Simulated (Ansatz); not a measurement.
Molecular dynamics of C3H13NSi2

Input file:

```yaml
crystal:
  periodic: [false, false, false]
  atoms:
    - { symbol: Si, position_ang: [-0.002405, -0.012453, -0.147258] }
    - { symbol: C, position_ang: [-0.058466, 0.217662, 1.732166] }
    - { symbol: H, position_ang: [-1.092025, 0.205053, 2.11599] }
    - { symbol: H, position_ang: [0.495513, -0.590881, 2.23847] }
    - { symbol: H, position_ang: [0.400369, 1.174481, 2.032372] }
    - { symbol: H, position_ang: [1.397777, 0.053977, -0.552206] }
    - { symbol: "N", position_ang: [-0.805486, 1.322189, -1.058009] }
    - { symbol: C, position_ang: [-2.280055, 1.439753, -0.778207] }
    - { symbol: H, position_ang: [-2.770611, 0.463969, -0.975748] }
    - { symbol: H, position_ang: [-2.534553, 1.748052, 0.267625] }
    - { symbol: H, position_ang: [-2.72446, 2.195449, -1.461747] }
    - { symbol: C, position_ang: [-0.158419, 2.660504, -0.816267] }
    - { symbol: H, position_ang: [-0.602063, 3.412287, -1.504962] }
    - { symbol: H, position_ang: [-0.275614, 3.054331, 0.225167] }
    - { symbol: H, position_ang: [0.926874, 2.585221, -1.035138] }
    - { symbol: Si, position_ang: [-0.945467, -1.977271, -0.751552] }
    - { symbol: H, position_ang: [-2.279259, -2.126367, -0.186733] }
    - { symbol: H, position_ang: [-1.055046, -2.098715, -2.197654] }
    - { symbol: H, position_ang: [-0.141702, -3.09194, -0.269709] }
basis:
  gaussian: { orbitals: STO-3G }
hamiltonian:
  xc: pbe
  dispersion: d4
md:
  timestep: 0.5
  n_steps: 100
  ensemble: nve
  temperature: 700.0
  initial_velocities: maxwell_boltzmann
  seed: 30934
```

Command:

```bash
$ ansatz run input.yaml --threads 1 --pin off --max-ram 2048MiB --backend cpu --events-out ev --progress --plain --runs-dir out
```

It starts from a relaxed structure.

Output, in part (step lines, the closing report, with atoms numbered from 0):

```
md step     0: t =     0.00 fs  T =   700.0 K  F+E_penalty+E_count = -20313.58313967 eV  E_kin = 1.538194 eV  conserved = -20312.04494568 eV  (22 SCF iters)
[... lines left out ...]
Total energy: -20312.70982738 eV, -746.4783177069 hartree
Atom 0 at    -0.209173    -0.050909    -0.138370 Å, force     0.512734    -0.348338     0.083733 eV/Å
Atom 1 at    -0.160200     0.445525     1.697449 Å, force     1.855158     0.083006    -1.018091 eV/Å
Atom 2 at    -1.045962     0.246850     2.248699 Å, force    -1.387457    -0.284301     0.943691 eV/Å
Atom 3 at     0.712568    -0.051034     2.187700 Å, force    -0.545981     0.257378    -0.104256 eV/Å
Atom 4 at     0.038333     1.540517     1.682659 Å, force    -0.130032    -0.422429     0.353181 eV/Å
Atom 5 at     1.230636     0.121823    -0.484511 Å, force    -0.732074    -0.290009    -0.117667 eV/Å
Atom 6 at    -0.987659     1.341370    -1.083183 Å, force     3.109346     1.756255     0.119980 eV/Å
Atom 7 at    -2.303189     1.858715    -0.596922 Å, force    -0.389874    -0.541512     1.269951 eV/Å
Atom 8 at    -3.014616     0.995941    -0.728002 Å, force    -0.091286     0.717779     0.266525 eV/Å
Atom 9 at    -2.239267     2.164294     0.507977 Å, force    -0.636201    -0.157893    -0.952490 eV/Å
Atom 10 at    -2.643377     2.742342    -1.205563 Å, force     0.203692    -0.451379     0.251264 eV/Å
Atom 11 at     0.072314     2.569790    -0.804962 Å, force    -1.132330    -1.343224    -1.249322 eV/Å
Atom 12 at    -0.194243     3.340038    -1.552229 Å, force    -0.003385     0.207345    -0.056139 eV/Å
Atom 13 at     0.123196     3.079873     0.188173 Å, force    -0.546868    -0.476813     0.133116 eV/Å
Atom 14 at     1.094776     2.207384    -1.031671 Å, force    -0.111305    -0.034654    -0.105755 eV/Å
Atom 15 at    -0.756042    -2.233938    -0.817635 Å, force    -0.114064     1.617877     0.039357 eV/Å
Atom 16 at    -1.740599    -2.982101    -0.067976 Å, force    -0.254732     0.108390     0.228491 eV/Å
Atom 17 at    -1.260854    -2.043950    -2.176298 Å, force     0.119243    -0.335945     0.066297 eV/Å
Atom 18 at     0.437821    -3.047289    -0.810996 Å, force     0.275414    -0.061532    -0.151865 eV/Å
Dipole moment:    -0.037616    -0.043221     0.237022 e Å
```

The steps, from the saved trajectory:

```json
{"time (fs)": "0", "T (K)": "700", "potential energy less start (eV)": "0.000", "conserved less start (meV/atom)": "0.00"}
{"time (fs)": "1.5", "T (K)": "615", "potential energy less start (eV)": "0.191", "conserved less start (meV/atom)": "0.15"}
{"time (fs)": "3", "T (K)": "502", "potential energy less start (eV)": "0.440", "conserved less start (meV/atom)": "0.23"}
{"time (fs)": "4.5", "T (K)": "449", "potential energy less start (eV)": "0.554", "conserved less start (meV/atom)": "0.12"}
{"time (fs)": "6", "T (K)": "365", "potential energy less start (eV)": "0.740", "conserved less start (meV/atom)": "0.19"}
{"time (fs)": "7.5", "T (K)": "314", "potential energy less start (eV)": "0.854", "conserved less start (meV/atom)": "0.27"}
{"time (fs)": "9", "T (K)": "372", "potential energy less start (eV)": "0.724", "conserved less start (meV/atom)": "0.17"}
{"time (fs)": "10.5", "T (K)": "436", "potential energy less start (eV)": "0.583", "conserved less start (meV/atom)": "0.10"}
{"time (fs)": "12", "T (K)": "446", "potential energy less start (eV)": "0.561", "conserved less start (meV/atom)": "0.21"}
{"time (fs)": "13.5", "T (K)": "484", "potential energy less start (eV)": "0.477", "conserved less start (meV/atom)": "0.13"}
{"time (fs)": "15", "T (K)": "487", "potential energy less start (eV)": "0.470", "conserved less start (meV/atom)": "0.10"}
{"time (fs)": "16.5", "T (K)": "428", "potential energy less start (eV)": "0.602", "conserved less start (meV/atom)": "0.21"}
{"time (fs)": "18", "T (K)": "406", "potential energy less start (eV)": "0.649", "conserved less start (meV/atom)": "0.20"}
{"time (fs)": "19.5", "T (K)": "409", "potential energy less start (eV)": "0.641", "conserved less start (meV/atom)": "0.10"}
{"time (fs)": "21", "T (K)": "348", "potential energy less start (eV)": "0.777", "conserved less start (meV/atom)": "0.17"}
{"time (fs)": "22.5", "T (K)": "297", "potential energy less start (eV)": "0.891", "conserved less start (meV/atom)": "0.25"}
{"time (fs)": "24", "T (K)": "331", "potential energy less start (eV)": "0.814", "conserved less start (meV/atom)": "0.15"}
{"time (fs)": "25.5", "T (K)": "362", "potential energy less start (eV)": "0.745", "conserved less start (meV/atom)": "0.14"}
{"time (fs)": "27", "T (K)": "368", "potential energy less start (eV)": "0.734", "conserved less start (meV/atom)": "0.20"}
{"time (fs)": "28.5", "T (K)": "399", "potential energy less start (eV)": "0.664", "conserved less start (meV/atom)": "0.15"}
{"time (fs)": "30", "T (K)": "407", "potential energy less start (eV)": "0.645", "conserved less start (meV/atom)": "0.11"}
{"time (fs)": "31.5", "T (K)": "358", "potential energy less start (eV)": "0.755", "conserved less start (meV/atom)": "0.17"}
{"time (fs)": "33", "T (K)": "311", "potential energy less start (eV)": "0.859", "conserved less start (meV/atom)": "0.17"}
{"time (fs)": "34.5", "T (K)": "272", "potential energy less start (eV)": "0.943", "conserved less start (meV/atom)": "0.17"}
{"time (fs)": "36", "T (K)": "245", "potential energy less start (eV)": "1.005", "conserved less start (meV/atom)": "0.22"}
{"time (fs)": "37.5", "T (K)": "267", "potential energy less start (eV)": "0.954", "conserved less start (meV/atom)": "0.20"}
{"time (fs)": "39", "T (K)": "314", "potential energy less start (eV)": "0.850", "conserved less start (meV/atom)": "0.11"}
{"time (fs)": "40.5", "T (K)": "309", "potential energy less start (eV)": "0.861", "conserved less start (meV/atom)": "0.16"}
{"time (fs)": "42", "T (K)": "296", "potential energy less start (eV)": "0.891", "conserved less start (meV/atom)": "0.19"}
{"time (fs)": "43.5", "T (K)": "300", "potential energy less start (eV)": "0.882", "conserved less start (meV/atom)": "0.14"}
{"time (fs)": "45", "T (K)": "278", "potential energy less start (eV)": "0.931", "conserved less start (meV/atom)": "0.16"}
{"time (fs)": "46.5", "T (K)": "252", "potential energy less start (eV)": "0.989", "conserved less start (meV/atom)": "0.22"}
{"time (fs)": "48", "T (K)": "274", "potential energy less start (eV)": "0.939", "conserved less start (meV/atom)": "0.18"}
{"time (fs)": "49.5", "T (K)": "303", "potential energy less start (eV)": "0.876", "conserved less start (meV/atom)": "0.14"}
```

All steps were run. The conserved energy stayed within 0.28 meV per atom of its start (net change 0.16 meV per atom), so the integration is sound. A run of 0.05 ps of so small a system gives no equilibrium averages. Limits of this set-up: minimal basis.

The same pairs are bonded in the first frame and the last. Pairs count as bonded within 1.25 times the sum of covalent radii (0.12 Å more for H–H).

Last frame:

```xyz
19
Properties=species:S:1:pos:R:3
Si -0.209 -0.051 -0.138
C -0.160 0.446 1.697
H -1.046 0.247 2.249
H 0.713 -0.051 2.188
H 0.038 1.540 1.683
H 1.231 0.122 -0.484
N -0.988 1.341 -1.083
C -2.303 1.859 -0.597
H -3.015 0.996 -0.728
H -2.239 2.164 0.508
H -2.643 2.742 -1.206
C 0.072 2.570 -0.805
H -0.194 3.340 -1.552
H 0.123 3.080 0.188
H 1.095 2.207 -1.032
Si -0.756 -2.234 -0.818
H -1.741 -2.982 -0.068
H -1.261 -2.044 -2.176
H 0.438 -3.047 -0.811
```

Run time: 7.1 min on 1 thread of Arm Neoverse V2, with other jobs on the host, peak memory 0.11 GiB.
